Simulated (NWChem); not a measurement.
Everything below was run with NWChem. System: H$_{4}$N, charge 1, spin multiplicity 1, displaced from the optimised geometry. Level: CCSDT/cc-pVDZ, 1 core orbitals frozen, spin-restricted.

Input file:

```
start mol
memory heap 100 mb stack 700 mb global 1900 mb
charge 1
geometry units angstroms nocenter noautoz noautosym
  N      0.000000     0.000000     0.000000
  H      0.842807     0.000000     0.595954
  H     -0.842807     0.000000     0.595954
  H      0.000000     0.842806    -0.595955
  H      0.000000    -1.053508    -0.744944
end
basis spherical
  * library cc-pvdz
end
scf
  rhf
  nopen 0
  maxiter 100
  thresh 1e-7
  semidirect memsize 60000000 filesize 0
end
tce
  freeze core 1
  ccsdt
  2eorb
  2emet 13
  thresh 1e-6
  maxiter 100
  tilesize 24
end
task tce energy
```

Output (cleaned and shortened):

```
             Northwest Computational Chemistry Package (NWChem) 7.3.0
             --------------------------------------------------------

                                NWChem Input Module
                                -------------------

 Scaling coordinates for geometry "geometry" by  1.889725989
 (inverse scale =  0.529177249)

                             Geometry "geometry" -> ""
                             -------------------------

 Output coordinates in angstroms (scale by  1.889725989 to convert to a.u.)

  No.       Tag          Charge          X              Y              Z
 ---- ---------------- ---------- -------------- -------------- --------------
    1 N                    7.0000     0.00000000     0.00000000     0.00000000
    2 H                    1.0000     0.84280700     0.00000000     0.59595400
    3 H                    1.0000    -0.84280700     0.00000000     0.59595400
    4 H                    1.0000     0.00000000     0.84280600    -0.59595500
    5 H                    1.0000     0.00000000    -1.05350800    -0.74494400

 Effective nuclear repulsion energy (a.u.)      15.4131036908

            Nuclear Dipole moment (a.u.)
            ----------------------------
        X                 Y               Z
 ---------------- ---------------- ----------------
     0.0000000000    -0.3981690452    -0.2815521648


 Summary of "ao basis" -> "" (spherical)
 ------------------------------------------------------------------------------
       Tag                 Description            Shells   Functions and Types
 ---------------- ------------------------------  ------  ---------------------
 *                          cc-pvdz                   on all atoms

 Summary of "ao basis" -> "ao basis" (spherical)
 ------------------------------------------------------------------------------
       Tag                 Description            Shells   Functions and Types
 ---------------- ------------------------------  ------  ---------------------
 N                          cc-pvdz                  6       14   3s2p1d
 H                          cc-pvdz                  3        5   2s1p

                                 NWChem SCF Module
                                 -----------------

  ao basis        = "ao basis"
  functions       =    34
  atoms           =     5
  closed shells   =     5
  open shells     =     0
  charge          =   1.00
  wavefunction    = RHF
  use symmetry    = F
  symmetry adapt  = F

 Summary of "ao basis" -> "ao basis" (spherical)
 ------------------------------------------------------------------------------
       Tag                 Description            Shells   Functions and Types
 ---------------- ------------------------------  ------  ---------------------
 N                          cc-pvdz                  6       14   3s2p1d
 H                          cc-pvdz                  3        5   2s1p

 Forming initial guess at       0.0s

      Superposition of Atomic Density Guess
      -------------------------------------

 Sum of atomic energies:         -56.29713915

 Renormalizing density from      11.00 to     10

      Non-variational initial energy
      ------------------------------

 Total energy =     -52.981879
 1-e energy   =     -96.039628
 2-e energy   =      27.644646
 HOMO         =      -1.064041
 LUMO         =      -0.326868

 Starting SCF solution at       0.1s

 ----------------------------------------------
         Quadratically convergent ROHF

 Convergence threshold     :          1.000E-07
 Maximum no. of iterations :          100
 Final Fock-matrix accuracy:          1.000E-09
 ----------------------------------------------

              iter       energy          gnorm     gmax       time
             ----- ------------------- --------- --------- --------
                 1      -56.2752995753  2.13D+00  7.19D-01      0.1
                 2      -56.4913157288  3.77D-01  1.43D-01      0.1
                 3      -56.5031421336  2.11D-01  8.37D-02      0.1
                 4      -56.5056179468  3.69D-03  1.19D-03      0.1
                 5      -56.5056195032  5.77D-06  1.93D-06      0.1
                 6      -56.5056195032  1.02D-09  4.04D-10      0.1

       Final RHF  results
       ------------------

         Total SCF energy =    -56.505619503220
      One-electron energy =   -103.182665121505
      Two-electron energy =     31.263941927449
 Nuclear repulsion energy =     15.413103690836

        Time for solution =      0.0s

             Final eigenvalues
             -----------------

              1
    1  -15.9547
    2   -1.5044
    3   -0.9809
    4   -0.9809
    5   -0.9065
    6   -0.1203
    7   -0.0377
    8    0.0103
    9    0.0103
   10    0.3515
   11    0.3918
   12    0.3918
   13    0.5594
   14    0.7207
   15    0.7207

                       ROHF Final Molecular Orbital Analysis
                       -------------------------------------

 Vector    3  Occ=2.000000D+00  E=-9.809108D-01
              MO Center=  6.2D-09,  3.3D-03,  2.1D-01, r^2= 8.8D-01
   Bfn.  Coefficient  Atom+Function         Bfn.  Coefficient  Atom+Function
  ----- ------------  ---------------      ----- ------------  ---------------
     4      0.492310  1 N  px                15      0.304599  2 H  s
    20     -0.304599  3 H  s                  7      0.242375  1 N  px

 Vector    4  Occ=2.000000D+00  E=-9.809108D-01
              MO Center= -6.2D-09,  2.0D-01, -6.9D-02, r^2= 8.8D-01
   Bfn.  Coefficient  Atom+Function         Bfn.  Coefficient  Atom+Function
  ----- ------------  ---------------      ----- ------------  ---------------
     6      0.401970  1 N  pz                25     -0.351720  4 H  s
     5     -0.284235  1 N  py                 9      0.197898  1 N  pz
    15      0.175860  2 H  s                 20      0.175860  3 H  s

 Vector    5  Occ=2.000000D+00  E=-9.064528D-01
              MO Center= -8.7D-16, -3.2D-01, -2.3D-01, r^2= 9.7D-01
   Bfn.  Coefficient  Atom+Function         Bfn.  Coefficient  Atom+Function
  ----- ------------  ---------------      ----- ------------  ---------------
     5      0.389597  1 N  py                30     -0.329215  5 H  s
     6      0.275486  1 N  pz                 8      0.244863  1 N  py
     9      0.173144  1 N  pz

 Vector    6  Occ=0.000000D+00  E=-1.202963D-01
              MO Center=  5.4D-14, -6.4D-01, -4.6D-01, r^2= 3.0D+00
   Bfn.  Coefficient  Atom+Function         Bfn.  Coefficient  Atom+Function
  ----- ------------  ---------------      ----- ------------  ---------------
     3      1.066250  1 N  s                 31     -0.867901  5 H  s
    16     -0.296076  2 H  s                 21     -0.296076  3 H  s
    26     -0.296076  4 H  s                  8     -0.261526  1 N  py
    30     -0.248529  5 H  s                  9     -0.184927  1 N  pz
     2      0.167840  1 N  s                  5     -0.156001  1 N  py

 Vector    7  Occ=0.000000D+00  E=-3.770735D-02
              MO Center= -6.5D-14, -2.4D-02, -1.7D-02, r^2= 3.8D+00
   Bfn.  Coefficient  Atom+Function         Bfn.  Coefficient  Atom+Function
  ----- ------------  ---------------      ----- ------------  ---------------
    31      0.877940  5 H  s                  3      0.831779  1 N  s
    16     -0.684357  2 H  s                 21     -0.684357  3 H  s
    26     -0.684357  4 H  s                  8      0.531870  1 N  py
     9      0.376089  1 N  pz                 5      0.249630  1 N  py
    30      0.199199  5 H  s                  6      0.176515  1 N  pz

 Vector    8  Occ=0.000000D+00  E= 1.032214D-02
              MO Center= -1.7D-07,  8.2D-04,  7.8D-01, r^2= 3.6D+00
   Bfn.  Coefficient  Atom+Function         Bfn.  Coefficient  Atom+Function
  ----- ------------  ---------------      ----- ------------  ---------------
    16      1.399196  2 H  s                 21     -1.399197  3 H  s
     7     -0.825417  1 N  px                 4     -0.322153  1 N  px

 center of mass
 --------------
 x =   0.00000000 y =  -0.02225111 z =  -0.01573414

 moments of inertia (a.u.)
 ------------------
          12.369451214511           0.000000000000           0.000000000000
           0.000000000000          10.940383033099          -1.010513878838
           0.000000000000          -1.010513878838          11.654909710295

  Mulliken analysis of the total density
  --------------------------------------

    Atom       Charge   Shell Charges
 -----------   ------   -------------------------------------------------------
    1 N    7     7.07   2.00  0.75  0.59  2.36  1.35  0.02
    2 H    1     0.77   0.66  0.05  0.06
    3 H    1     0.77   0.66  0.05  0.06
    4 H    1     0.77   0.66  0.05  0.06
    5 H    1     0.63   0.49  0.10  0.04

       Multipole analysis of the density wrt the origin
       ------------------------------------------------

     L   x y z        total         open         nuclear
     -   - - -        -----         ----         -------
     0   0 0 0      1.000000      0.000000     11.000000

     1   1 0 0      0.000000      0.000000      0.000000
     1   0 1 0     -0.191478      0.000000     -0.398169
     1   0 0 1     -0.135397      0.000000     -0.281552

     2   2 0 0     -3.378958      0.000000      5.073223
     2   1 1 0     -0.000000      0.000000      0.000000
     2   1 0 1      0.000000      0.000000      0.000000
     2   0 2 0     -2.637702      0.000000      6.500055
     2   0 1 1      0.524153      0.000000      1.008933
     2   0 0 2     -3.008326      0.000000      5.786646

                   NWChem Extensible Many-Electron Theory Module
                   ---------------------------------------------


            General Information
            -------------------
      Number of processors :     1
         Wavefunction type : Restricted Hartree-Fock
          No. of electrons :    10
           Alpha electrons :     5
            Beta electrons :     5
           No. of orbitals :    68
            Alpha orbitals :    34
             Beta orbitals :    34
        Alpha frozen cores :     1
         Beta frozen cores :     1
     Alpha frozen virtuals :     0
      Beta frozen virtuals :     0
         Spin multiplicity : singlet
    Number of AO functions :    34
       Number of AO shells :    18
        Use of symmetry is : off
      Symmetry adaption is : off
         Schwarz screening : 0.10D-09

          Correlation Information
          -----------------------
          Calculation type : Coupled-cluster singles, doubles, & triples
   Perturbative correction : none
            Max iterations :      100
        Residual threshold : 0.10D-05
     T(0) DIIS level shift : 0.00D+00
     L(0) DIIS level shift : 0.00D+00
     T(1) DIIS level shift : 0.00D+00
     L(1) DIIS level shift : 0.00D+00
     T(R) DIIS level shift : 0.00D+00
     T(I) DIIS level shift : 0.00D+00
   CC-T/L Amplitude update :  5-th order DIIS
                I/O scheme : Global Array Library
        L-threshold :  0.10D-05
        EOM-threshold :  0.10D-05
 no EOMCCSD initial starts read in
 TCE RESTART OPTIONS
 SLICE:      F
 D4D5:       F
 quantumc:   F
 qrotation:  F
 pwtce:      F
 qducc:      F
 nacto:                         0
 nrotv:                         0
 nrot:                          0

            Memory Information
            ------------------
          Available GA space size is     249035644 doubles
          Available MA space size is     104855524 doubles

 Maximum block size supplied by input
 Maximum block size        24 doubles

 tile_dim =     15

 -------------------------------------------------

 Global array virtual files algorithm will be used

 Parallel file system coherency ......... OK

 4-electron integrals stored in orbital form

 v2    file size   =           361151
 4-index algorithm nr.  13 is used
 imaxsize =       30
 imaxsize ichop =        0
 IN MAPPING 1 for UCC(4),CCSDT,CCSDTQ


 CCSDT iterations
 --------------------------------------------------------
 Iter          Residuum       Correlation     Cpu    Wall
 --------------------------------------------------------
    1   0.3087243855543  -0.1924140726190     1.6     1.6
    2   0.0603443770939  -0.2046236276068     1.6     1.6
    3   0.0255413912073  -0.2125598838319     1.6     1.6
    4   0.0101953067425  -0.2142328623049     1.5     1.5
    5   0.0048344060670  -0.2150782574815     1.7     1.7
    6   0.0014350453742  -0.2155740083157     1.7     1.7
    7   0.0005488276774  -0.2156612963778     1.9     1.9
    8   0.0002486284479  -0.2156642550053     1.6     1.6
    9   0.0001242940804  -0.2156687106232     1.9     1.9
   10   0.0000653367998  -0.2156708967617     1.7     1.7
   11   0.0000107901713  -0.2156729258931     1.8     1.8
   12   0.0000034733261  -0.2156736556409     1.7     1.7
   13   0.0000014938976  -0.2156738796738     1.7     1.7
   14   0.0000006866349  -0.2156739493197     1.7     1.7
 --------------------------------------------------------
 Iterations converged
 CCSDT correlation energy / hartree =        -0.215673949319737
 CCSDT total energy / hartree       =       -56.721293452539868

 Singles contributions

 Doubles contributions

 Task  times  cpu:       25.0s     wall:       25.0s

 Total times  cpu:       25.0s     wall:       25.0s
```
